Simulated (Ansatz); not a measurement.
Start from `C1N[SiH2]O1` and change one element to get `C1O[SiH2][AsH]1`.

Ansatz, PBE0-D4/def2-TZVP geometries, multiplicity 1. 

Scalar relativity is left out up to krypton.

```tsv
property	`C1N[SiH2]O1`
HOMO–LUMO gap (PBE0/def2-TZVPP) / eV	6.83
HOMO–LUMO gap (PBE/def2-TZVPP) / eV	4.52
LUMO energy (PBE0/def2-TZVPP) / eV	-0.28
LUMO energy (B3LYP/def2-TZVPP) / eV	-0.52
HOMO energy (PBE0/def2-TZVPP) / eV	-7.11
HOMO energy (ωB97M-V/def2-TZVPP) / eV	-9.44
```

(1) What does the change do to each property? (An estimate is asked.)

Answers

(1) The calculation gave: 
| property | `C1O[SiH2][AsH]1` | shift |
| --- | --- | --- |
| HOMO–LUMO gap (PBE0/def2-TZVPP) / eV | 6.74 | -0.09 |
| HOMO–LUMO gap (PBE/def2-TZVPP) / eV | 4.75 | 0.23 |
| LUMO energy (PBE0/def2-TZVPP) / eV | -0.53 | -0.25 |
| LUMO energy (B3LYP/def2-TZVPP) / eV | -0.72 | -0.20 |
| HOMO energy (PBE0/def2-TZVPP) / eV | -7.27 | -0.16 |
| HOMO energy (ωB97M-V/def2-TZVPP) / eV | -9.37 | 0.07 |

With PBE0 the HOMO falls by 0.16 eV and the LUMO falls by 0.25 eV, so the gap narrows by about 0.09 eV. PBE moves the HOMO by -0.41 eV and ωB97M-V by 0.07 eV.

B3LYP here is the variant with VWN-RPA as its local correlation; programs differ in this.
